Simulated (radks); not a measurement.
Question: Spherical quantum dot in the effective-mass picture: electrons in a hard-walled sphere of radius 2.84, with a point charge +1 (a donor) at the centre, all in effective atomic units (hartree* = m*/eps^2 hartree, bohr* = eps/m* bohr), one dielectric constant everywhere. Method: non-relativistic Kohn-Sham, PBE, spin-polarised, spherical densities; computed with a radial shooting solver with Libxc functionals. Levels are named by radial order and angular momentum (1s, 1p, 1d, 2s, ...), and open shells are averaged over m. Results are scaled to m* = 0.033 and eps = 14.7, for which hartree* = 4.156 meV and bohr* = 23.57 nm. At N = 27 the configuration is 1s2 1p6 1d10 2s(up 1, down 0) 1f(up 7, down 1). Does electron 28 go into 1g up or 1f down or 2s down?

Answer: Into 1f down. The total energies of the other choices lie higher by 0.132 meV (2s down), 3.59 meV (1g up).
